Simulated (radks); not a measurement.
Lu, configuration [Xe] 4f14 5d1 6s2. Calculated with a radial shooting solver on a logarithmic mesh with Libxc functionals: Dirac Kohn-Sham, PBE, spin-unpolarised, spherical densities, point nucleus; open shells are shared between the two j in proportion to 2j + 1; speed of light set to 274.072 atomic units (2 times the physical value, a model run).

Unscreened Slater integrals over Kohn-Sham orbitals (eV). Large and small components are both included. Empty in this configuration: 6p1/2.

integral            value
F0(5d5/2,5d5/2)    9.1880
F2(5d5/2,5d5/2)    4.3778
F4(5d5/2,5d5/2)    2.7706
F0(5d5/2,5d3/2)    9.2485
F2(5d5/2,5d3/2)    4.4102
G2(5d5/2,5d3/2)    4.4098
G4(5d5/2,5d3/2)    2.7920
F0(5d5/2,6s1/2)    7.1596
G2(5d5/2,6s1/2)    2.3400
F0(5d5/2,4f7/2)    12.614
F2(5d5/2,4f7/2)    2.4182
F4(5d5/2,4f7/2)    1.0932
G1(5d5/2,4f7/2)    1.0598
G3(5d5/2,4f7/2)   0.83283
G5(5d5/2,4f7/2)   0.62709
F0(5d5/2,6p1/2)    5.6523
G3(5d5/2,6p1/2)    1.0629
F0(5d3/2,5d3/2)    9.3101
F2(5d3/2,5d3/2)    4.4437
F0(5d3/2,6s1/2)    7.1858
G2(5d3/2,6s1/2)    2.3104
F0(5d3/2,4f7/2)    12.759
F2(5d3/2,4f7/2)    2.4765
G3(5d3/2,4f7/2)   0.85886
G5(5d3/2,4f7/2)   0.64636
F0(5d3/2,6p1/2)    5.6651
G1(5d3/2,6p1/2)    1.5518
F0(6s1/2,6s1/2)    6.3113
F0(6s1/2,4f7/2)    8.3214
G3(6s1/2,4f7/2)   0.20593
F0(6s1/2,6p1/2)    5.2638
G1(6s1/2,6p1/2)    3.1946
F0(4f7/2,4f7/2)    36.293
F2(4f7/2,4f7/2)    17.097
F4(4f7/2,4f7/2)    10.699
F6(4f7/2,4f7/2)    7.6898
F0(4f7/2,6p1/2)    6.1968
G4(4f7/2,6p1/2)  0.098313
F0(6p1/2,6p1/2)    4.6377
